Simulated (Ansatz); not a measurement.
Reaction (atomization): `NC(=O)[SiH2]Cl` → C• + Cl• + 4 H• + N• + O• + Si•

Computed with Ansatz on PBE0-D4/def2-TZVP structures; ΔE is electronic, products minus reactants. CBS: MP2 limit from def2 TZ/QZ plus the TZ coupled-cluster correction, frozen cores. This one scheme is used for every species, atoms too. Functionals use def2-TZVPP. B3LYP here is the variant with VWN-RPA as its local correlation; programs differ in this. Open shells (•) are unrestricted, without spin–orbit coupling. Spin–orbit coupling would lower the free atoms: a little for C, Cl, O, Si. One conformer a species, not always the lowest.

```csv
level,ΔE (eV),difference from CCSD(T)/CBS
PBE-D4,35.43,1.12
r2SCAN-D4,34.49,0.18
PBE0-D4,34.42,0.11
ωB97X-V,34.59,0.28
ωB97M-V,34.55,0.24
B2PLYP,33.96,-0.35
PBE,35.22,0.91
r2SCAN,34.44,0.13
PBE0,34.24,-0.07
B3LYP,34.03,-0.28
MP2/def2-TZVPP,34.04,-0.27
CCSD/def2-TZVPP,32.45,-1.86
MP2/def2-QZVPP,34.73,0.42
SCS-MP2/def2-QZVPP,34.58,0.27
HF/CBS(def2),23.59,-10.72
MP2/CBS(def2),35.20,0.89
CCSD(T)/CBS,34.31,0
```

Largest T1 diagnostic among the species: 0.015.

The D4 term adds +0.35 eV with B3LYP and +0.18 eV with PBE0; it sums over pairs of atoms, weighted by their polarisabilities, and B3LYP, whose exchange is more repulsive, gets the larger term. In def2-TZVPP, CCSD(T) changes the Hartree–Fock value by +9.64 eV (the triples alone add +0.70 eV) and MP2 by +10.53 eV; breaking electron pairs costs correlation energy, which Hartree–Fock lacks.

For atomizations the MP2-based limit and the directly extrapolated one differ by several kJ/mol either way, and by 10 to 25 for some Ge, Se and Sn compounds, so smaller differences from it don't rank the levels.
